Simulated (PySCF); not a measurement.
Cartesian coordinates in Å; atom numbers follow the order of the lines, from 1:
```xyz
9

N     3.515    0.098    0.109
C     2.377   -0.102    0.034
C     0.957   -0.392   -0.039
N     0.150    0.419   -0.574
Si   -1.589    0.152   -0.713
H     0.679   -1.368    0.411
H    -2.265    1.281   -0.018
H    -1.995   -1.155   -0.101
H    -1.920    0.167   -2.164
```

No solvent model, non-relativistic Hamiltonian, rapidly exchanging positions averaged, single conformer. NMR shieldings at PBE/pcSseg-2/GIAO; coordinates at the PBE0-D3(BJ)/def2-SVP level; PySCF 2.14.

References, each an isolated molecule treated in the same way: ¹³C (179.39 ppm), ¹H (31.18 ppm), ²⁹Si (323.43 ppm) against TMS; ¹⁵N (261.04 ppm) vs NH3.

```
   atoms  nucleus  count  δ (ppm)
      N1      ¹⁵N      1        ?
      C2      ¹³C      1    121.6
H7/H8/H9       ¹H      3        ?
      C3      ¹³C      1    156.2
      N4      ¹⁵N      1    448.1
     Si5     ²⁹Si      1    -42.5
      H6       ¹H      1     8.34
```

Q: Estimate the values marked ?.

A: 
- H7/H8/H9: 5.11 ppm, hydrogen on a silicon bonded to N
- N1: 313.5 ppm, nitrile nitrogen

Shifts are as computed, not scaled to solution data. Of 1211 compounds with measured shifts, 218 miss one by over three times the rms of a fit or turn the order of signals round; such compounds aren't used in these exercises. Experimental scales use liquid or dissolved standards, which lie at an offset from isolated NH3 (liquid NH3: subtract about 20 ppm). Unscaled 15N shifts of sp2 nitrogen come out 20 to 40 ppm too high even then.
